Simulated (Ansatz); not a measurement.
`C=NB(F)Cl` + H–F → `FB(F)Cl` + `C=N` at 400 K and 1 bar (ligand exchange at a B–N bond).

Program: Ansatz. Geometries: PBE0-D4/def2-TZVP. ΔE: electronic, gas phase. CBS: MP2 limit from def2 TZ/QZ plus the TZ coupled-cluster correction, frozen cores. This one scheme is used for every species. One conformer a species, not always the lowest.

```tsv
species	CCSD(T)/CBS energy (Eh)	H − E (kJ/mol)	S (J/(mol·K))
`C=NB(F)Cl`	-678.42235	128.3	343.0
H–F	-100.39570	36.5	182.2
`FB(F)Cl`	-684.31926	47.0	292.6
`C=N`	-94.52360	119.4	238.9
```

H − E and S are ideal-gas, rigid-rotor, harmonic terms from PBE0-D4/def2-TZVP, for one conformer and one mirror image of each species. 1 Eh = 2625.50 kJ/mol, R = 8.31446 J/(mol·K).

By hand: ΔE, ΔH, ΔS and ΔG.

ΔE = (-684.31926) + (-94.52360) − (-678.42235) − (-100.39570) = -0.02481 Eh = -65.1 kJ/mol. Δ(H − E) = 47.0 + 119.4 − 128.3 − 36.5 = 1.6, so ΔH = -63.5 kJ/mol. ΔS = 292.6 + 238.9 − 343.0 − 182.2 = 6.3 J/(mol·K). ΔG = -63.5 − 400 × (6.3)/1000 = -66.0 kJ/mol.

By hand: the equilibrium constant, and the temperature at which ΔG would vanish if ΔH and ΔS stayed fixed.

log₁₀ K = −ΔG/(RT ln 10) = 8.6. ΔH and −TΔS have one sign here, so there is no such temperature.

The number of gas molecules stays the same, so ΔS is small and ΔH decides. A doubt of 5 kJ/mol in ΔE shifts log₁₀ K by 0.7 here. Other conformers and mirror images would add mixing entropy, several J/(mol·K) or more a flexible species. These are equilibria of isolated gas molecules and say nothing of rates. Largest T1 diagnostic: 0.013 (customary marks: 0.02 for closed shells, 0.045 for open ones).

ΔS is within the doubt of such terms, so its sign, and with it that verdict, could turn.
